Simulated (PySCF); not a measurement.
C₂H₅NOSi, SMILES N#CC[SiH2]O. Atoms are numbered in the order given.

```xyz
10

N     -0.3324     2.8635     0.0000
C      0.1975     1.8321     0.0000
C      0.8015     0.5104     0.0000
Si    -0.5042    -0.8686     0.0000
O      0.4073    -2.2639     0.0000
H      1.4442     0.3878    -0.8877
H      1.4442     0.3878     0.8877
H     -1.3546    -0.7445     1.2169
H     -1.3546    -0.7445    -1.2169
H     -0.0465    -3.1143     0.0000
```
Charge 0, spin multiplicity 1.

The structure is a stationary point at B3LYP-D3(BJ)/def2-SVP. This is a generated structure with no PubChem entry under its InChIKey; it may be hypothetical. One conformer was computed; it need not be the lowest.

Level of theory: PySCF with HF/def2-TZVP.

Gas-phase values at a fixed geometry.

The total energy is -497.03471 hartree and the point group is Cs. The highest occupied level is -11.86 eV, the lowest empty level is 2.63 eV and the orbital gap is 14.48 eV. The dipole moment is 4.78 D and the quadrupole, principal values (traceless, Buckingham form, about the centre of nuclear charge) is -14.07, 4.29, 9.78 D·Å. The mean static polarisability comes out as 51.0 bohr³ (7.55 Å³) and the polarisability, principal values is 42.6, 46.2, 64.1 bohr³.
